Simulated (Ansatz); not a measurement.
```yaml
crystal:
  periodic: [false, false, false]
  atoms:
    - {symbol: O, position_ang: [0.583223, -1.732483, 0.865457]}
    - {symbol: C, position_ang: [0.178529, -1.135882, -0.101619]}
    - {symbol: Si, position_ang: [-0.104850, 0.753188, 0.062217]}
    - {symbol: F, position_ang: [-0.638922, 1.341154, -1.326283]}
    - {symbol: H, position_ang: [-0.019513, -1.682572, -1.052762]}
    - {symbol: H, position_ang: [-1.122375, 0.990370, 1.111028]}
    - {symbol: H, position_ang: [1.185206, 1.398127, 0.396062]}
basis:
  gaussian: {orbitals: STO-3G, fitting: {mean_field: def2-universal-jkfit}}
magnetization: {spin_polarized: true, initial_magnetization: 6}
hamiltonian: {xc: {name: B97M-V}}
accuracy: high
scf: {lower_state_search: light}
```

```sh
$ ansatz run in.yaml --threads 2 --pin off --events-out ev --progress --plain --max-ram 4352MiB
```

Shortened log:

```
Functional definition: B97M-V
411 factors; integrals over basis functions are off by at most 7.5e-3 eV
mean field evaluation 1: about -13515.7816 eV, gradient 2.9e1 eV
mean field evaluation 2: about -13493.9313 eV, gradient 4.4e1 eV
mean field evaluation 4: about -13526.3953 eV, gradient 1.2e1 eV
mean field evaluation 8: about -13528.2817 eV, gradient 5.2e0 eV
mean field evaluation 16: about -13528.5435 eV, gradient 5.1e-2 eV
mean field evaluation 32: about -13528.5436 eV, gradient 1.1e-6 eV
mean field -13528.54360469 eV, -497.1648074962 hartree, gradient 8.7e-8 eV, S^2 12.003552; 10 other end points of the search recorded, 0 dependent functions left out
reference -13528.54360780 eV, -497.1648076106 hartree; 23, 17 occupied and 4, 10 virtual orbitals, 411 factors
Total energy: -13528.54360780 eV, -497.1648076106 hartree
```

(1) Something in this input is off. What?

Results:

(1) The spin is set far too high for this molecule. The run converged. The result belongs to that input, not to the molecule as meant.
